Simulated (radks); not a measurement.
Problem. Valence configurations of the manganese ion Mn3+ (all share [Ar]). All-electron calculation, Dirac Kohn-Sham, LDA (Slater exchange, Perdew-Wang correlation), spin-unpolarised, spherical densities, finite nucleus; open shells fill j = l - 1/2 first; Fermi nuclear charge, rms radius 3.7057 fm. Program: a radial shooting solver on a logarithmic mesh with Libxc functionals. Order these by energy: 3d4; 3d3 4p1; 3d2.5 4s1.5; 3d2 4s1 4p1; 3d2 4p2; 4s1 4p3; 3d3 4s1; 3d1 4s1 4p2; 3d3.5 4s0.5; 3d1 4p3.

Solution. From the lowest, in eV above it: 3d4 0.000; 3d3.5 4s0.5 6.149; 3d3 4s1 13.371; 3d3 4p1 20.421; 3d2.5 4s1.5 21.809; 3d2 4s1 4p1 39.051; 3d2 4p2 46.569; 3d1 4s1 4p2 71.307; 3d1 4p3 79.532; 4s1 4p3 111.05. NIST lists [Ar] 3d4 as the ground configuration; this level of theory agrees among the configurations tried. The energies are those of spherical spin-averaged densities, not of single terms.
